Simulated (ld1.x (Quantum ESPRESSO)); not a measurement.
**Sb (Z = 51): one change to a TM potential, before and after**

```
Element                 : Sb (Z = 51)
Generator               : ld1.x (Quantum ESPRESSO) 7.5
Type                    : norm-conserving Troullier–Martins (Kleinman–Bylander form)
Functional              : LDA (PZ)
Relativity              : scalar-relativistic
Frozen core             : [Kr] 4d10
Valence charge          : 5
Reference configuration : 5s1 5p4
Partial waves           : 5s (bound): rc 1.85 bohr; 5p (bound): rc 1.90 bohr
Local potential         : all-electron potential smoothed inside 1.65 bohr (lloc = -1)
Core correction         : Bessel-smoothed model core inside 0.90 bohr
```

Change: fully relativistic.

Cutoffs: the cutoffs (Ry, on a coarse ladder) from which the occupation-weighted sum of valence levels, in a spherical-Bessel basis at the reference potential, stays within 10 and 1 mRy of its value at 400 Ry; they do not see the model core or the augmentation charge, which bear on the density cutoff. Errors are all-electron minus pseudo energies relative to the spin-unpolarised reference configuration.

What does the change do?

The potential gets neither clearly harder nor softer (25 Ry and 50 Ry → 25 Ry and 50 Ry); both files keep a bound ghost (d, s); the number of tests with a reliable result goes from 9 to 7; of the 7 tests that both files solve, the error grows in 1 and shrinks in 2 by more than 15 % and 0.3 meV (median size 6.7 → 7.0 meV).

```tsv
quantity	base	changed
cutoff, loose	25 Ry	25 Ry
cutoff, tight	50 Ry	50 Ry
bound ghosts	s, d	s, d
error for 5s2 5p3, meV [ΔE -8.21 → -8.18 eV]	-6.7	-7.0
error for 5s2 5p2, meV [ΔE 0.31 → 0.36 eV]	-5.0	-3.2
error for 5s2 5p1, meV [ΔE 16.56 → 16.63 eV]	-13	-7.0
error for 5s2 5p2.5, meV [ΔE -4.85 → -4.82 eV]	-6.2	-5.8
error for 5s1 5p0, meV [ΔE 86.17 → 86.26 eV]	-381	-363
error for 5s1 5p3, meV [ΔE 9.13 → 9.15 eV]	-0.6	+1.7
error for 5s2 5p0, meV [ΔE 41.35 → 41.44 eV]	-96	-84
s: phases at 2.04 bohr within 0.05 rad from the reference energy up to (Ry; the scan ends near 5)	to the end of the scan	to the end of the scan
```

 A true bound ghost makes a file unfit for plane-wave use even where its test errors are small: the radial tests pick states by their node count and pass the ghost by.
